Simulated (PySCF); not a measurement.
Mo(O)2(OH) (HMoO₃), SMILES [O]=[Mo+](=[O])[OH], charge +1, multiplicity 1.

Geometry optimised at B3LYP-D3(BJ)/def2-SVP. The spin state was assumed, not searched. The isomer is the one that the SMILES or the coordinates give; other isomers of the formula were not compared. The def2 effective core potentials stand for the cores of Mo; spin–orbit coupling is left out. One conformer was computed; it need not be the lowest.

Computed with PySCF with B3LYP-D3(BJ)/def2-SVP.

Frequencies are harmonic and unscaled.

Problem. List the normal modes with their intensities. (Estimate from the structure and the level; the computed values follow.)

Solution. 
```json
[
 {"mode": "1", "ν (cm⁻¹)": "108", "IR (km/mol)": "225.8", "moving atoms (share of kinetic energy)": "H 92 %, O 8 %"},
 {"mode": "2", "ν (cm⁻¹)": "235", "IR (km/mol)": "21.0", "moving atoms (share of kinetic energy)": "O 65 %, Mo 23 %, H 12 %"},
 {"mode": "3", "ν (cm⁻¹)": "268", "IR (km/mol)": "2.9", "moving atoms (share of kinetic energy)": "O 89 %, Mo 10 %"},
 {"mode": "4", "ν (cm⁻¹)": "393", "IR (km/mol)": "0.9", "moving atoms (share of kinetic energy)": "O 90 %, Mo 9 %"},
 {"mode": "5", "ν (cm⁻¹)": "541", "IR (km/mol)": "219.6", "moving atoms (share of kinetic energy)": "H 76 %, O 22 %"},
 {"mode": "6", "ν (cm⁻¹)": "849", "IR (km/mol)": "71.0", "moving atoms (share of kinetic energy)": "O 76 %, Mo 16 %"},
 {"mode": "7", "ν (cm⁻¹)": "1050", "IR (km/mol)": "131.1", "moving atoms (share of kinetic energy)": "O 82 %, Mo 18 %"},
 {"mode": "8", "ν (cm⁻¹)": "1087", "IR (km/mol)": "56.2", "moving atoms (share of kinetic energy)": "O 88 %, Mo 12 %"},
 {"mode": "9", "ν (cm⁻¹)": "3738", "IR (km/mol)": "719.4", "moving atoms (share of kinetic energy)": "H 94 %"}
]
```
